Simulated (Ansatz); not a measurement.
```yaml
crystal:
  periodic: [false, false, false]
  atoms:
    - {symbol: F, position_ang: [0.206365, -1.612588, -1.187760]}
    - {symbol: C, position_ang: [-0.124058, -0.305475, -0.555097]}
    - {symbol: In, position_ang: [1.369791, 0.298079, 0.810858]}
    - {symbol: C, position_ang: [-1.546295, -0.178823, -0.428742]}
    - {symbol: h, position_ang: [-1.055628, 0.610741, -1.241189]}
    - {symbol: H, position_ang: [2.871088, -0.311452, 0.929182]}
    - {symbol: H, position_ang: [0.934716, 1.573664, 1.850715]}
    - {symbol: H, position_ang: [-2.474219, -0.169965, -0.162492]}
basis:
  gaussian: {orbitals: def2-TZVP, fitting: {mean_field: def2-universal-jkfit}}
hamiltonian: {xc: {name: B2GP-PLYP}}
```

```sh
$ ansatz run in.yaml --threads 4 --pin off --events-out ev --progress --plain --max-ram 10444MiB
```

Output, abridged:

```
Error: YAML parse error: error: line 8 column 16: `h` is not an element symbol (H … Og, case-exact)
 6 |     - {symbol: In, position_ang: [1.369791, 0.298079, 0.810858]}
 7 |     - {symbol: C, position_ang: [-1.546295, -0.178823, -0.428742]}
 8 |     - {symbol: h, position_ang: [-1.055628, 0.610741, -1.241189]}
 9 |     - {symbol: H, position_ang: [2.871088, -0.311452, 0.929182]}
10 |     - {symbol: H, position_ang: [0.934716, 1.573664, 1.850715]}
```

(1) What is wrong with this run?

Results:

(1) An element symbol is wrong. The input was rejected before any iteration.
